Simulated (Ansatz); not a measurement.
`N[SiH2]C=O` + H₂ → `N[SiH3]` + `C=O` at 400 K and 1 bar (hydrogenolysis of the Si–C bond).

Program: Ansatz. Geometries: PBE0-D4/def2-TZVP. ΔE: electronic, gas phase. CCSD(T)/CBS is the MP2 limit (def2-TZVPP, def2-QZVPP) plus CCSD(T) − MP2 in def2-TZVPP, frozen cores. This one scheme is used for every species. Each species was taken in one conformer, which may not be the lowest.

```csv
species,CCSD(T)/CBS energy (Eh),H − E (kJ/mol),S (J/(mol·K))
`N[SiH2]C=O`,-460.01140,189.2,352.9
H₂,-1.17544,38.0,139.0
`N[SiH3]`,-346.80422,153.0,285.3
`C=O`,-114.39408,83.9,229.4
```

H − E and S are ideal-gas, rigid-rotor, harmonic terms from PBE0-D4/def2-TZVP, for one conformer and one mirror image of each species. The MP2-based limit puts H₂ 0.8 mEh under its directly extrapolated value; such offsets cancel only in part. 1 Eh = 2625.50 kJ/mol, R = 8.31446 J/(mol·K).

By hand: ΔE, ΔH, ΔS and ΔG.

ΔE = (-346.80422) + (-114.39408) − (-460.01140) − (-1.17544) = -0.01146 Eh = -30.1 kJ/mol. Δ(H − E) = 153.0 + 83.9 − 189.2 − 38.0 = 9.7, so ΔH = -20.4 kJ/mol. ΔS = 285.3 + 229.4 − 352.9 − 139.0 = 22.8 J/(mol·K). ΔG = -20.4 − 400 × (22.8)/1000 = -29.5 kJ/mol.

By hand: the equilibrium constant, and the temperature at which ΔG would vanish if ΔH and ΔS stayed fixed.

log₁₀ K = −ΔG/(RT ln 10) = 3.9. ΔH and −TΔS have one sign here, so there is no such temperature.

TΔS isn't small against ΔH here. A doubt of 5 kJ/mol in ΔE shifts log₁₀ K by 0.7 here. Other conformers and mirror images would add mixing entropy, several J/(mol·K) or more a flexible species. These are equilibria of isolated gas molecules and say nothing of rates. Largest T1 diagnostic: 0.015 (customary marks: 0.02 for closed shells, 0.045 for open ones).
